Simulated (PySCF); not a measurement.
C₃H₁₀FNSi, SMILES CC(C)(F)[SiH2]N. Geometry: PBE-D3(BJ)/def2-SVP. The structure was generated by enumeration, and PubChem lists no compound with its InChIKey, so it may never have been made. Other conformers were not sampled.

**Question.** Give the equilibrium geometry at PBE-D3(BJ)/def2-SVP (PySCF confirms it by a frequency run) as Cartesian coordinates in Å. (The exact figures need the calculation; the answer reports its results.)

**Answer.** Several could match; the one computed here: 
```xyz
16

C     -1.5584    -0.6892    -1.2382
C     -0.5858    -0.4612    -0.0909
C     -1.2758    -0.3398     1.2607
F      0.2713    -1.6095    -0.0201
Si     0.6641     0.9760    -0.4165
N      1.8873     1.1483     0.8153
H     -2.2395     0.1785    -1.3548
H     -1.0191    -0.8376    -2.1951
H     -2.1780    -1.5918    -1.0487
H     -1.9689     0.5259     1.2735
H     -1.8596    -1.2582     1.4821
H     -0.5293    -0.1991     2.0686
H     -0.0766     2.2867    -0.4900
H      1.3322     0.6633    -1.7267
H      2.4725     0.3330     1.0190
H      1.6363     1.6233     1.6858
```
